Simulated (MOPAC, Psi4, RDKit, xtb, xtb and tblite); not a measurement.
Two geometries of SMILES C#CC[SiH2]OC, relaxed at GFN2-xTB with one dihedral held; other torsions can differ between them too.

Structure A

```
14

C     -1.8342    -0.1750    -3.4908
C     -1.7826    -0.3366    -2.3053
C     -1.7083    -0.5034    -0.8745
Si    -0.2425     0.4737    -0.0980
O      0.3963     1.5873    -1.0827
C     -0.1935     2.6699    -1.7391
H     -1.8864    -0.0475    -4.5304
H     -2.6599    -0.1802    -0.4427
H     -1.6050    -1.5671    -0.6512
H      0.9410    -0.3540     0.0769
H     -0.7545     1.0655     1.1463
H     -0.5657     3.4028    -1.0188
H      0.5690     3.1374    -2.3634
H     -1.0210     2.3359    -2.3687
```

Structure B

```
14

C     -3.4771     0.1551    -0.7675
C     -2.4758    -0.2508    -0.2523
C     -1.2639    -0.7277     0.3594
Si     0.1960     0.4387     0.0083
O      1.2803    -0.0704     1.1047
C      2.5799     0.3948     1.2975
H     -4.3619     0.5021    -1.2104
H     -1.0489    -1.7295    -0.0183
H     -1.4225    -0.8131     1.4368
H      0.6977     0.2863    -1.3631
H     -0.1514     1.8479     0.2222
H      3.1765     0.2683     0.3911
H      3.0295    -0.1801     2.1078
H      2.5772     1.4540     1.5649
```

Which is lower in energy at the level B3LYP-D3(BJ)/def2-TZVP // GFN2-xTB (Psi4), and by how much?

B is lower, by 9.06 kJ/mol (dihedral C2–C3–Si4–O5: 15° in A, 165° in B).

E(B) − E(A) in kJ/mol at the other levels, on the same two geometries: GFN2-xTB (xtb and tblite) -7.13; MMFF94 // GFN2-xTB (RDKit) -13.15; B3LYP/def2-TZVP // GFN2-xTB (Psi4) -12.73; PBE/def2-TZVP // GFN2-xTB (Psi4) -10.56; PBE-D3(BJ)/def2-TZVP // GFN2-xTB (Psi4) -8.25; UFF // GFN2-xTB (RDKit) -29.66; PM6, restricted, heats of formation // GFN2-xTB (MOPAC) 9.92; PM7, restricted, heats of formation // GFN2-xTB (MOPAC) -2.64; GFN1-xTB // GFN2-xTB (xtb) 2.04.
